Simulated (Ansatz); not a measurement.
Compare A (`F[SiH2]O[SiH](Cl)Cl`) with its isomer B (`O[Si@H](Cl)[Si@H](F)Cl`).

Calculated with Ansatz (gas phase, PBE0-D4/def2-TZVP geometries, no zero-point term in ΔE). CBS: MP2 limit from def2 TZ/QZ plus the TZ coupled-cluster correction, frozen cores. Functionals use def2-TZVPP. One conformer a species, not always the lowest.

**Question.** Which isomer does CCSD(T)/CBS put lower? Give the gap. (Estimate.)

**Answer.** The calculation gave: A, by 143.7 kJ/mol.

**Question.** Give E(B) − E(A) in kJ/mol with HF/def2-TZVPP, ωB97M-V, MP2/def2-TZVPP, r2SCAN-D4, PBE-D4, B2PLYP, CCSD(T)/def2-TZVPP. (An estimate is asked.)

**Answer.** The calculation gave: HF/def2-TZVPP 171.4, ωB97M-V 143.3, MP2/def2-TZVPP 152.2, r2SCAN-D4 134.8, PBE-D4 110.9, B2PLYP 146.3, CCSD(T)/def2-TZVPP 145.7. None reverses the order clearly.

Largest T1 diagnostic: 0.011.

In def2-TZVPP, CCSD(T) changes the Hartree–Fock value by −25.7 kJ/mol (the triples alone add −4.2 kJ/mol) and MP2 by −19.2 kJ/mol. From PBE to PBE0 (25 % exact exchange), in def2-TZVPP and without D4, E(B) − E(A) moves by +12.6 kJ/mol.
